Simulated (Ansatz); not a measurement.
Consider the substitution at a C–O bond: `NC(O)(F)[SiH3]` + H–F → `NC(F)(F)[SiH3]` + H₂O.

Calculated with Ansatz (gas phase, PBE0-D4/def2-TZVP geometries, no zero-point term in ΔE). CBS: MP2 limit from def2 TZ/QZ plus the TZ coupled-cluster correction, frozen cores. This one scheme is used for every species. DFT in def2-TZVPP. One conformer a species, not always the lowest.

```json
{"level": "LDA (SPW92)", "ΔE (kJ/mol)": "8.0", "difference from CCSD(T)/CBS": "-0.5"}
{"level": "BHLYP-D4", "ΔE (kJ/mol)": "4.1", "difference from CCSD(T)/CBS": "-4.4"}
{"level": "CAM-B3LYP-D4", "ΔE (kJ/mol)": "3.5", "difference from CCSD(T)/CBS": "-5.0"}
{"level": "ωB97M-V", "ΔE (kJ/mol)": "4.9", "difference from CCSD(T)/CBS": "-3.6"}
{"level": "BLYP", "ΔE (kJ/mol)": "-2.2", "difference from CCSD(T)/CBS": "-10.7"}
{"level": "PBE0", "ΔE (kJ/mol)": "4.4", "difference from CCSD(T)/CBS": "-4.1"}
{"level": "r2SCANh", "ΔE (kJ/mol)": "2.3", "difference from CCSD(T)/CBS": "-6.2"}
{"level": "BHLYP", "ΔE (kJ/mol)": "1.4", "difference from CCSD(T)/CBS": "-7.1"}
{"level": "HF/def2-TZVPP", "ΔE (kJ/mol)": "-1.7", "difference from CCSD(T)/CBS": "-10.2"}
{"level": "CCSD/def2-TZVPP", "ΔE (kJ/mol)": "7.7", "difference from CCSD(T)/CBS": "-0.8"}
{"level": "CCSD(T)/CBS", "ΔE (kJ/mol)": "8.5", "difference from CCSD(T)/CBS": "0"}
```

Largest T1 diagnostic among the species: 0.012.

Leaving LDA and LC-ωPBE aside and taking each functional with its dispersion term where it has one, the values, not all of them listed here, spread over 8.5 kJ/mol, from B97M-V to PBE-QIDH. LDA lies +5.7 kJ/mol from PBE without D4. The D4 term adds +3.7 kJ/mol with B3LYP and +1.9 kJ/mol with PBE0; it sums over pairs of atoms, weighted by their polarisabilities, and B3LYP, whose exchange is more repulsive, gets the larger term. At CCSD(T), def2-SVP lies +3.3 kJ/mol from the extrapolated value and def2-TZVPP +0.5 kJ/mol.

CCSD(T)/CBS has its own doubt, a few kJ/mol and more with outer-core shells, so smaller differences from it don't rank the levels.

B3LYP here is the variant with VWN-RPA as its local correlation; programs differ in this.
